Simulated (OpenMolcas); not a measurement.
Cu6+, Ag6+, Au6+: d⁵ down the group

* Program: OpenMolcas
* Method: MS-RASPT2, IPEA 0.25 Eh, imaginary shift 0.1 Eh
* Basis: ANO-RCC-VTZP
* Scalar Hamiltonian: DKH2, point nucleus
* Spin-orbit coupling: state interaction with AMFI integrals over the reference wave functions, term energies averaged over their components

Active space for each ion: 11 electrons in 8 orbitals (RAS1 p, at most 2 holes; RAS2 d); closed shells correlated by CASPT2: Cu6+ 3s; Ag6+ 4s; Au6+ 5s.

Computed levels in cm-1 above ⁶S_5/2:

```csv
Level,Cu6+,Ag6+,Au6+
⁴G_7/2,47750,32200,27850
⁴G_11/2,47780,32460,29880
⁴G_9/2,47830,32670,31690
⁴P_1/2,52990,36620,33850
⁴D_1/2,57770,40690,45790
²I_11/2,69420,46680,45370
²I_13/2,69740,48120,50390
²F_7/2(1),76800,55960,65690
²H_9/2,82880,56750,57990
weight of ⁶S in the lowest level (%),100,98,74
```

Mixed levels, with the weight of the term that names them: Cu6+ ²H_9/2 (75 %), Ag6+ ⁴P_1/2 (69 %), Ag6+ ⁴D_1/2 (70 %), Ag6+ ²F_7/2(1) (53 %), Ag6+ ²H_9/2 (55 %), Au6+ ⁶S_5/2 (74 %), Au6+ ⁴G_7/2 (55 %), Au6+ ⁴G_11/2 (68 %), Au6+ ⁴G_9/2 (74 %), Au6+ ⁴P_1/2 (59 %), Au6+ ⁴D_1/2 (68 %), Au6+ ²I_11/2 (67 %), Au6+ ²F_7/2(1) (54 %), Au6+ ²H_9/2 (52 %).

Measured, with the error of the calculation in %. Measured levels: Cu6+, Ag6+ from the list in Gamrath, thesis, University of Mons (2023).

```csv
Level,Cu6+,Ag6+
⁴G_7/2,,30378 (+6.0)
⁴G_11/2,,30662 (+5.9)
⁴G_9/2,,30907 (+5.7)
⁴P_1/2,51407 (+3.1),34605 (+5.8)
⁴D_1/2,56210 (+2.8),38685 (+5.2)
²I_11/2,67757 (+2.5),44011 (+6.1)
²I_13/2,67918 (+2.7),45546 (+5.6)
²F_7/2(1),74408 (+3.2),
²H_9/2,80717 (+2.7),
```

Without spin-orbit coupling ⁴G lies 47770, 32370, 28690 cm-1 above ⁶S in that order; the difference to the level ⁴G_7/2, of either sign, comes from spin-orbit coupling, which also lowers the zero.

Term energies are means over components that CASPT2 splits; among the terms shown or strongly mixed into the levels shown the widest spread is 800 cm-1 (4d⁵ ²I, Ag6+). Active for correlation alone: 3p; no level in the range computed is led by a configuration that opens it, so any true level of that kind is missing (holds for Cu6+). Active for correlation alone: 4p; no level in the range computed is led by a configuration that opens it, so any true level of that kind is missing (holds for Ag6+). The CASPT2 spread within a term exceeds the gap to the next term for 4d⁵ ²G(1) and 4d⁵ ²H, so the order of their levels is uncertain, and so are names and mixing where such terms share a J (holds for Ag6+). Blocks of more than 70 roots (2S+1 = 2 even) ran without multistate coupling (holds for Au6+). Active for correlation alone: 5p; no level in the range computed is led by a configuration that opens it, so any true level of that kind is missing (holds for Au6+). Measured partners are found by configuration, term and J. A level has none where our copy of the source lacks it or the pairing is in doubt (some pairs that miss far off the trend of their configuration count as doubtful), and it then counts in no deviation. Only configurations of the active space appear.

A number in round brackets counts repeated terms of one configuration in the order of the reference energies.
